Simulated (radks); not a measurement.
Task: These are the eigenvalues of the occupied orbitals of an atom or ion with whole-number occupations (Ry). Calculated with a radial shooting solver on a logarithmic mesh with Libxc functionals: Dirac Kohn-Sham, LDA (Slater exchange, Perdew-Zunger correlation), spin-unpolarised, spherical densities, point nucleus.

1s1/2: -5842.254
2s1/2: -1229.099
2p1/2: -1190.150
2p3/2: -1069.421
3s1/2: -455.9556
3p1/2: -440.0008
3p3/2: -410.5031
3d3/2: -386.2683
3d5/2: -379.6019

Which element is it, and in what charge state? The configuration may be excited. Open shells, if any, are shared by 2j + 1.

Result: Z = 77, iridium, charge +54: Ir54+ in [Ar] 3d5. The list shows which subshells hold electrons but not how many an open one holds; the 1s level, -2921.1 hartree, gives Z - s = 76.4 by -(Z - s)^2/2, which with screening and relativity narrows Z to a few neighbours, and the depths of the outer levels then fix element, charge and occupations together.
